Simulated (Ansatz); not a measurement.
The first iterations of a band of CH₅Sn (7 atoms, charge -1, multiplicity 1).

These are results of Ansatz, RKS PBE0/def2-SVP, not measurements.

```yaml
movable_images: 5
climbing_image: yes
spring: 5.0 eV/Å²
optimiser: quadratic models (default)
start_path: IDPP
force_threshold: 0.05 eV/Å
iteration_limit: 60
end_points: relaxed
```

Image 0:

```xyz
7
Properties=species:S:1:pos:R:3
C -0.646 -1.269 0.340
Sn 0.147 0.620 -0.094
H -0.630 -1.853 -0.608
H 0.071 -1.772 1.027
H -0.882 1.534 -1.191
H 0.198 1.658 1.327
H 1.744 1.082 -0.801
```

Image 6:

```xyz
7
Properties=species:S:1:pos:R:3
C -0.289 -1.408 -0.283
Sn 0.111 0.634 -0.036
H 0.571 -1.960 0.158
H -1.172 -1.645 0.353
H -1.173 1.647 -0.688
H 0.443 1.582 1.467
H 1.510 1.151 -0.970
```

| iteration | highest image above the first end (eV) | largest band force component (eV/Å) |
| --- | --- | --- |
| 1 | 0.137 | 0.722 |
| 2 | 0.093 | 0.381 |

Q: Does the band converge within its limit, and where does its top end?

A: It converged. It ended after 5 iterations with the highest image 0.077 eV above the first end. A vibrational analysis at the climbing image gives one clearly imaginary mode, 238i cm⁻¹: a first-order saddle point. Limits of this set-up: an anion without diffuse functions, the dipole of an ion depends on the origin.

Time of the run: 86 s on 1 thread of Intel(R) Xeon(R) Platinum 8259CL CPU @ 2.50GHz (Skylake/Cascade Lake), on a shared host, peak memory 0.14 GiB.
